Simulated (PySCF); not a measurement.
Isomers C9H14Si:

A. SMILES CCC1=C[SiH2]C=C1C1CC1
B. `InChI=1S/C9H14Si/c1-6(2)9-5-10-8-3-7(9)4-8/h5,7-8H,1,3-4,10H2,2H3/t7-,8+`
C. SMILES CCc1cccc(C[SiH3])c1

Spectrum 1. ¹H NMR (400 MHz, computed): δ 5.71 (t, 1H), 5.70 (t, 1H), 4.53 (m, 2H), 2.67 (q, 2H), 1.64 (m, 1H), 1.31 (t, 3H), 0.73 (m, 2H), 0.49 (m, 2H). ¹³C{¹H} NMR (computed): δ 173.2 (C), 173.0 (C), 126.4 (CH), 123.2 (CH), 29.6 (CH2), 17.8 (CH), 13.1 (CH3), 8.1 (CH2).

Spectrum 2. ¹H NMR (400 MHz, computed): δ 7.52 (m, 1H), 7.25 (d, 1H), 7.24 (s, 1H), 7.21 (d, 1H), 3.92 (t, 3H), 2.61 (q, 2H), 2.35 (q, 2H), 1.21 (t, 3H). ¹³C{¹H} NMR (computed): δ 151.8 (C), 146.4 (C), 134.7 (CH), 132.3 (CH), 130.1 (CH), 129.7 (CH), 35.2 (CH2), 22.4 (CH3), 21.6 (CH2).

Spectrum 3. ¹H NMR (400 MHz, computed): δ 5.59 (t, 1H), 5.33 (br s, 1H), 5.13 (br s, 1H), 4.60 (m, 2H), 2.75 (m, 1H), 2.70 (m, 2H), 2.07 (s, 3H), 1.83 (m, 1H), 1.74 (m, 2H). ¹³C{¹H} NMR (computed): δ 183.7 (C), 157.1 (C), 118.5 (CH2), 113.9 (CH), 42.7 (CH), 36.7 (CH2), 25.8 (CH3), 16.9 (CH).

Level of theory: GIAO PBE0/pcSseg-1 shieldings, structure optimised with GFN2-xTB, in PySCF 2.14.0 with density-fitted response routines (in vacuum, one conformer, one averaged value for each set of equivalent atoms, non-relativistic).

References, each an isolated molecule treated in the same way: ¹H (31.72 ppm) and ¹³C (186.93 ppm) vs TMS. Where no couplings were computed, multiplicities follow the n + 1 count of equivalent neighbours, and m marks all less simple cases (inequivalent or close neighbours, rings, F or P nearby). Shifts are as computed. Against solution values, carbons near 30 ppm lie about +3 ppm off and those near 130 ppm about +5 ppm. Of 1211 compounds with measured shifts, 218 miss one by over three times the rms of a fit or turn the order of signals round; such compounds aren't used in these exercises.

Which spectrum belongs to which compound?

## Answers

1–A, 2–C, 3–B.

- Spectrum 1 (A): 8 ¹³C signals; δC 126.4 is an alkene CH; δC 123.2 is an alkene CH.
- Spectrum 2 (C): 9 ¹³C signals; δC 134.7 is an aromatic CH; δC 132.3 is an aromatic CH.
- Spectrum 3 (B): 8 ¹³C signals; δC 157.1 is a fully substituted alkene carbon; δC 118.5 is a terminal =CH2 carbon.
